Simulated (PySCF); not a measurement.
Species: C₆H₉P.
InChI=1S/C6H9P/c1-5-3-6(2)7-4-5/h3-4,7H,1-2H3

Linear response at CAM-B3LYP/def2-SVPD (PySCF, frozen core in the response, non-relativistic). Geometry: PBE0-D3(BJ)/def2-SVP; no solvent, vibrations or thermal averaging.

Static isotropic polarisability: 95.76 au (14.19 Å³), principal values 67.4, 101.2, 118.7 au.

**Question.** What is the polarisability at 1064 nm and at the sodium D line?

**Answer.** 96.93 au at 1064 nm (+1.2 %), 99.80 au at 589.3 nm (+4.2 %). The rise at 589.3 nm is 3.48 times that at 1064 nm; a pure ω² law gives 3.26. The lowest singlet lies at 266 nm, shorter than both wavelengths.

**Question.** What is the isotropic C6 coefficient between two such molecules, C6 = (3/π)∫α(iω)² dω?

**Answer.** 3358 au (Eh·bohr⁶) by a ten-point quadrature over imaginary frequencies, which is 2010 eV·Å⁶ or 194 J·nm⁶/mol.

**Question.** Which effective excitation energy ω̄ makes London's formula C6 = (3/4)α²ω̄ exact here?

**Answer.** ω̄ = 4·C6/(3α²) = 0.488 Eh = 13.3 eV. A one-pole form α(ω) = α/(1 − ω²/ω̄²) fitted to the 1064 nm value gives 10.6 eV. London's choice of the ionisation energy (8.18 eV, ΔSCF at the same level) gives C6 = 2070 au, 38 % too low.

**Question.** What three-body coefficient follows from the one-pole estimate C9 = (3/4)·α·C6?

**Answer.** 241000 au. This is an estimate from the two numbers above, not a computed integral.

**Question.** How anisotropic is the static polarisability, by Δα² = ½[(α1 − α2)² + (α2 − α3)² + (α3 − α1)²]?

**Answer.** Δα = 45.2 au, or 0.47 of the isotropic value.

**Question.** What does −C6/R⁶ come to at R = 12 Å between centres?

**Answer.** -65 J/mol. This is the leading, orientation-averaged term; C8 and higher terms are left out.

**Question.** What molar refraction at the D line follows from R = (4π/3)·N_A·α′, with α′ the polarisability volume?

**Answer.** α′ = 14.79 Å³ gives R = 37.31 cm³/mol, for isolated, non-vibrating species.
